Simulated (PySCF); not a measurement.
**Levels of K¹⁶⁺ from EOM-EA-GCCSD**

Reference: closed-shell K¹⁷⁺, 1s2; one electron is added. Calculated with PySCF 2.14, two-component X2C-1e with screened spin-orbit coupling, an even-tempered Gaussian basis (17 s from 1.5 bohr⁻², ratio 2.6; 10 p from 1.9 bohr⁻², ratio 2.6; 6 d from 2 bohr⁻², ratio 2.8; 3 f from 94 bohr⁻², ratio 2.8); frozen nothing; the 28 highest virtual spinors dropped; of the others 52 kept and the rest restored at second order. No Breit or QED terms. Binding energies in eV.

| level | Koopmans |
| --- | --- |
| 2s1/2 | 1034.6 |
| 2p1/2 | 1000.7 |
| 2p3/2 | 996.32 |

**Question.** How does correlation move these levels?

**Answer.** 2s1/2: second order 1034.7, EOM-CCSD 1034.7; 2p1/2: second order 1001.0, EOM-CCSD 1001.0; 2p3/2: second order 996.64, EOM-CCSD 996.64.

For comparison, the ionisation energy of K¹⁶⁺ is 1034.5 eV (theoretical estimate listed by NIST; NIST Atomic Spectra Database, ionization energies).

Only part of the computed levels is shown.

The screened spin-orbit operator tends to give fine-structure splittings of light species too large.
